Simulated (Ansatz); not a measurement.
Program: Ansatz. Geometries: PBE0-D4/def2-TZVP. ΔE: electronic, gas phase. CCSD(T)/CBS is the MP2 limit (def2-TZVPP, def2-QZVPP) plus CCSD(T) − MP2 in def2-TZVPP, frozen cores. This one scheme is used for every species, atoms too. Functionals use def2-TZVPP. HSE06 is defined as in plane-wave codes. Open shells (•) are unrestricted, without spin–orbit coupling. Spin–orbit coupling would lower the free atoms: a little for Cl. def2 core potentials past Kr. Bonds to Sb are less sure, by a few kJ/mol each and by 10 to 20 or more in all where they break to atoms, as the def2 sets lack core-valence functions.

Consider the hydrogen abstraction from the Sb–H bond: `[SiH3][SbH][Cl]` + Cl• → `[SiH3][Sb][Cl]`• + HCl.

| level | ΔE (kJ/mol) |
| --- | --- |
| LDA (SPW92) | -192.9 |
| HSE06-D4 | -169.7 |
| revPBE | -173.0 |
| SCS-MP2/def2-QZVPP | -163.7 |

Question: What does CCSD(T)/CBS give? (An estimate is asked.)

Answer: Computed: -163.4 kJ/mol. The listed levels differ from it by -29.5, -6.3, -9.6, -0.3 kJ/mol.

Largest T1 diagnostic among the species: 0.014.

Leaving LDA and LC-ωPBE aside and taking each functional with its dispersion term where it has one, the values, not all of them listed here, spread over 22.3 kJ/mol, from PBE-D4 to BHLYP-D4. LDA lies −16.5 kJ/mol from PBE without D4. From r2SCAN to r2SCAN0 (25 % exact exchange), in def2-TZVPP and without D4, ΔE moves by +4.5 kJ/mol.

CCSD(T)/CBS has its own doubt, a few kJ/mol and more with outer-core shells, so smaller differences from it don't rank the levels.
